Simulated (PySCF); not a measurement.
Excitation energy of Hf²⁺ by level of theory

Hf²⁺ [Xe] 4f14 5d2 (3F) → Hf²⁺ [Xe] 4f14 5d1 6p1 (high-spin determinant), as a difference of total energies. Calculation: PySCF 2.14, in x2c-TZVPPall with one added diffuse shell each of s, p, d, f type (12s8p8d4f1g, 113 functions); scalar relativity by spin-free X2C-1e. Correlated levels: valence: [Xe] 4f14 frozen; valence and next inner shell: [Kr] 4d10 4f14 frozen. The calculations carry no spin-orbit coupling.

```
                                method  excitation energy (eV)
                                   UHF                   5.631
                                   LDA                   5.523
                                   PBE                   5.484
                                  PBE0                   5.647
                                r2SCAN                   5.760
                         MP2 (valence)                   5.632
                     SCS-MP2 (valence)                   5.631
    MP2 (valence and next inner shell)                   5.585
SCS-MP2 (valence and next inner shell)                   5.605
```

Task: How much does correlation contribute at MP2 (valence and next inner shell)?

Result: 5.585 − (5.631) = -0.046 eV, measured against UHF.

A first-order spin-orbit estimate (lowest level to lowest level, LS coupling) adds -0.183 eV.

The determinant of the upper state mixes LS terms, which raises its energy above the lowest term, most at the Hartree-Fock and MP2 levels.
